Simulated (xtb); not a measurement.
P2 (SMILES P#P), singlet, geometry from GFN2-xTB; GFN2-xTB run with xtb.

The xtb input:
```
$ xtb mol.xyz --gfn 2 --chrg 0 --uhf 0 --json

# file mol.xyz
2

P     -0.00000000    -0.00000000    -0.96048449
P      0.00000000     0.00000000     0.96048449
```

Question: Predict the main parts of the log of this xtb run.

Answer: 
```
   ID    Z sym.   atoms
    1   15 P      1, 2

           -------------------------------------------------
          |                Calculation Setup                |
           -------------------------------------------------

           -------------------------------------------------
          |                 G F N 2 - x T B                 |
           -------------------------------------------------

          ...................................................
          :                      SETUP                      :
          :.................................................:
          :  # basis functions                  20          :
          :  # atomic orbitals                  18          :
          :  # shells                            6          :
          :  # electrons                        10          :
          :  max. iterations                   250          :
          :  Hamiltonian                  GFN2-xTB          :
          :  restarted?                      false          :
          :  GBSA solvation                  false          :
          :  PC potential                    false          :
          :  electronic temp.          300.0000000     K    :
          :  accuracy                    1.0000000          :
          :  -> integral cutoff          0.2500000E+02      :
          :  -> integral neglect         0.1000000E-07      :
          :  -> SCF convergence          0.1000000E-05 Eh   :
          :  -> wf. convergence          0.1000000E-03 e    :
          :  Broyden damping             0.4000000          :
          :  net charge                          0          :
          :  unpaired electrons                  0          :
          ...................................................

 iter      E             dE          RMSdq      gap      omega  full diag
   1     -5.0445584 -0.504456E+01  0.186E+01    2.50       0.0  T
   2     -5.0452987 -0.740282E-03  0.100E+01    2.46       1.0  T
   3     -5.0453826 -0.839120E-04  0.687E-01    2.48       1.0  T
   4     -5.0453857 -0.312524E-05  0.212E-01    2.49       1.0  T
   5     -5.0453858 -0.972285E-07  0.975E-03    2.49       7.2  T
   6     -5.0453858 -0.359075E-08  0.613E-04    2.49     115.3  T
   7     -5.0453858 -0.212887E-10  0.294E-06    2.49   24013.6  T

   *** convergence criteria satisfied after 7 iterations ***

         :::::::::::::::::::::::::::::::::::::::::::::::::::::
         ::                     SUMMARY                     ::
         :::::::::::::::::::::::::::::::::::::::::::::::::::::
         :: total energy              -5.006123683413 Eh    ::
         :: gradient norm              0.000192090660 Eh/a0 ::
         :: HOMO-LUMO gap              2.493403018884 eV    ::
         ::.................................................::
         :: SCC energy                -5.045385833219 Eh    ::
         :: -> isotropic ES           -0.000887413645 Eh    ::
         :: -> anisotropic ES          0.000008793927 Eh    ::
         :: -> anisotropic XC          0.001397842105 Eh    ::
         :: -> dispersion             -0.001111576105 Eh    ::
         :: repulsion energy           0.039262149806 Eh    ::
         :: add. restraining           0.000000000000 Eh    ::
         :: total charge               0.000000000000 e     ::
         :::::::::::::::::::::::::::::::::::::::::::::::::::::

           -------------------------------------------------
          |                Property Printout                |
           -------------------------------------------------

    * Orbital Energies and Occupations

         #    Occupation            Energy/Eh            Energy/eV
      -------------------------------------------------------------
         1        2.0000           -0.6649493             -18.0942
         2        2.0000           -0.5881349             -16.0040
         3        2.0000           -0.4022347             -10.9454
         4        2.0000           -0.3851710             -10.4810
         5        2.0000           -0.3851710             -10.4810 (HOMO)
         6                         -0.2935401              -7.9876 (LUMO)
         7                         -0.2935401              -7.9876
         8                         -0.1277142              -3.4753
         9                         -0.0156648              -0.4263
        10                         -0.0156648              -0.4263
        11                          0.0272804               0.7423
        12                          0.0272804               0.7423
        13                          0.0372748               1.0143
        14                          0.0372748               1.0143
        15                          0.1144785               3.1151
        16                          0.2534056               6.8955
       ...                                ...                  ...
        18                          1.4041214              38.2081
      -------------------------------------------------------------
                  HL-Gap            0.0916309 Eh            2.4934 eV
             Fermi-level           -0.3393556 Eh           -9.2343 eV

     #   Z          covCN         q      C6AA      α(0)
     1  15 P        0.981    -0.000   187.059    25.419
     2  15 P        0.981     0.000   187.059    25.419

 Mol. C6AA /au·bohr⁶  :        748.234367
 Mol. C8AA /au·bohr⁸  :      41451.985461
 Mol. α(0) /au        :         50.838454

Wiberg/Mayer (AO) data.
largest (>0.10) Wiberg bond orders for each atom

 ---------------------------------------------------------------------------
     #   Z sym  total        # sym  WBO       # sym  WBO       # sym  WBO
 ---------------------------------------------------------------------------
     1  15 P    3.083 --     2 P    3.083
     2  15 P    3.083 --     1 P    3.083
 ---------------------------------------------------------------------------

Topologies differ in total number of bonds
Writing topology from bond orders to xtbtopo.mol

molecular dipole:
                 x           y           z       tot (Debye)
 q only:        0.000       0.000       0.000
   full:       -0.000       0.000       0.000       0.000
molecular quadrupole (traceless):
                xx          xy          yy          xz          yz          zz
 q only:       -0.000       0.000      -0.000       0.000       0.000       0.000
  q+dip:       -0.068       0.000      -0.068      -0.000      -0.000       0.136
   full:        1.200       0.000       1.200       0.000      -0.000      -2.400

           -------------------------------------------------
          | TOTAL ENERGY               -5.006123683413 Eh   |
          | GRADIENT NORM               0.000192090660 Eh/α |
          | HOMO-LUMO GAP               2.493403018884 eV   |
           -------------------------------------------------

normal termination of xtb
```
